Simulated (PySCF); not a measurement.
## Correlation energy of Cu²⁷⁺ (copper, charge +27)

1s2, closed-shell 1S. Computed with PySCF 2.14 in an uncontracted even-tempered set (17 s from 32 bohr⁻², ratio 2.2; 7 p from 49 bohr⁻², ratio 2.4; 4 d from 150 bohr⁻², ratio 2.4; 3 f from 220 bohr⁻², ratio 2.4; 3 g from 330 bohr⁻², ratio 2.4), with scalar relativity by spin-free X2C-1e. Frozen: nothing; 2 electrons correlated; the 9 highest virtual orbitals of each spin left out.

With two correlated electrons CCSD is exact within the correlated space (frozen core and kept virtual orbitals).

| level | correlation energy (mhartree) |
| --- | --- |
| CCSD | -49.30 |

Diagnostics: T1 = 4.2e-06, D1 = 0.0000, largest double amplitude 0.001.

Cost of the coupled-cluster step: roughly 6 core-seconds, for 2 correlated electrons.
